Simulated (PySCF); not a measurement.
Mn (manganese, neutral) across methods

[Ar] 3d4 4s2 5s1, high-spin 6D determinant (an excited configuration). All numbers are calculated (PySCF 2.14, the non-relativistic Hamiltonian (point nucleus), in aug-cc-pVTZ (8s7p5d3f2g, 93 functions)).

| method | E (hartree) | mean ε 4s α (eV) | mean ε 4s β (eV) | mean ε 5s α (eV) | Σ⟨r²⟩ (bohr²) | ⟨S²⟩ |
| --- | --- | --- | --- | --- | --- | --- |
| B3LYP | -1150.594 | -10.724 | -9.936 | -1.835 | 100.8 | 8.753 |
| PBE0 | -1150.346 | -10.887 | -9.913 | -1.987 | 101.4 | 8.753 |
| TPSSh | -1150.565 | -10.409 | -9.401 | -1.787 | 101.0 | 8.755 |
| LDA | -1148.171 | -10.299 | -9.329 | -1.691 | 98.97 | 8.752 |
| PBEsol | -1149.185 | -10.100 | -9.125 | -1.703 | 99.54 | 8.753 |
| UHF | -1149.46677 | -12.663 | -11.479 | -2.465 | 109.3 | 8.756 |
| r2SCAN | -1150.520 | -10.179 | -9.269 | -1.705 | 99.53 | 8.761 |
| BLYP | -1150.603 | -9.914 | -9.151 | -1.507 | 100.2 | 8.753 |

Q: Estimate the same row for PBE.

A: E (hartree) = -1150.304; mean ε 4s α (eV) = -10.063; mean ε 4s β (eV) = -9.097; mean ε 5s α (eV) = -1.723; Σ⟨r²⟩ (bohr²) = 99.62; ⟨S²⟩ = 8.753.

The outer electron is Rydberg-like, and this basis confines it to a smaller radius and binds it less than a complete one would.
